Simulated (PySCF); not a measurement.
# What a mistake does to a calculation on C2GeH6Si

All numbers below are calculated, not measured. The program is PySCF 2.14.0, an open-source quantum chemistry code, run on an isolated molecule that a program drew, which may never have been made. The molecule is C2GeH6Si (charge 0, singlet), drawn as the SMILES string `[CH3][GeH]=[CH][SiH]`.

Each row is a Hartree-Fock (HF) and frozen-core CCSD(T) single point in the cc-pV(D+d)Z basis, meant for a local HF minimum. Run 1 is clean. Each other run has one planted mistake out of seven kinds, and not every kind appears here: one electron removed, one electron added, multiplicity raised by two, geometry at a saddle point, minimal basis STO-3G, one bond length entered in bohr, all coordinates scaled. The reference is restricted for singlets and unrestricted otherwise, and also for a bond in bohr. Adding or removing an electron swaps singlet and doublet. Electrons count all cores. HOMO and LUMO are orbital energies over both spins, the gradient is its largest component, and the lowest frequency (negative if imaginary) is given only where the gradient is small. Bond lengths are over the 9 bonds as drawn. T1 is the CCSD diagnostic: over 0.02 (restricted) or 0.045 (unrestricted) a single reference is doubtful. Germanium has the cc-pVDZ-PP basis, with a core potential (ECP10MDF) in place of its 10 inner electrons, and its 3s, 3p and 3d shells are frozen in CCSD(T).

Geometry of the clean run:
```xyz
10
C2GeH6Si, angstrom
C    -0.5568    0.0196    1.5201
Ge   -0.5491    0.3715   -0.3899
C     0.7897    0.9994   -1.3997
Si    2.4701    1.4499   -0.8199
H     0.4056    0.2567    1.9670
H    -0.7919   -1.0337    1.6867
H    -1.3396    0.6194    1.9892
H    -1.9137    0.0321   -1.0049
H     0.5462    1.1116   -2.4543
H     2.2670    1.1128    0.6562
```

| run | electrons | basis functions | <S^2> | HOMO (eV) | LUMO (eV) | gradient (hartree/bohr) | lowest frequency (cm^-1) | mean bond (Å) | longest bond (Å) | T1 | HF (hartree) | CCSD(T) (hartree) | mistake |
|---|---|---|---|---|---|---|---|---|---|---|---|---|---|
| 1 | 64 | 104 | 0.000 | -7.89 | 0.79 | 1.1e-05 | 90 | 1.4432 | 1.942 | 0.0140 | -661.44843 | -661.98163 | no fault |
| 2 | 65 | 104 | 1.045 | -0.84 | 6.95 | 2.5e-02 | - | 1.4432 | 1.942 | 0.0353 | -661.45025 | -661.99197 | one electron added |
| 3 | 64 | 104 | 0.894 | -7.94 | 0.81 | 2.4e-02 | - | 1.5506 | 2.055 | 0.0689 | -661.31453 | -661.84660 | ? |
| 4 | 64 | 104 | 2.299 | -6.57 | 0.43 | 3.2e-02 | - | 1.4432 | 1.942 | 0.0356 | -661.41811 | -661.92712 | ? |

**Which mistake was planted in run 3, and what did it cost?**

The mean bond changes by a factor of 1.074 and the longest by 1.058, so the molecule wasn't scaled as a whole. A length L in bohr read as angstrom grows by (1/0.5292 - 1) L = 0.890 L. The 9 bonds together grew by 9 x 0.1074 = 0.967 Å, which gives L = 1.086 Å. That is the length of one of the C-H bonds, 1.087 Å in the clean geometry. So the mistake is: one bond length entered in bohr. Subtracting run 1 and multiplying by 627.51 kcal/mol a hartree, the energy moved by 84.0 kcal/mol in HF and 84.7 kcal/mol in CCSD(T).

**Which mistake was planted in run 4, and what did it cost?**

Electrons, basis and geometry are unchanged, and <S^2> is 2.299, beside S(S+1) = 2.00 for a multiplicity of 3. So the mistake is: multiplicity raised by two. Subtracting run 1 and multiplying by 627.51 kcal/mol a hartree, the energy moved by 19.0 kcal/mol in HF and 34.2 kcal/mol in CCSD(T).

Cautions from the logs. Run 3: T1 is over the limit, so its CCSD(T) energy is less reliable.
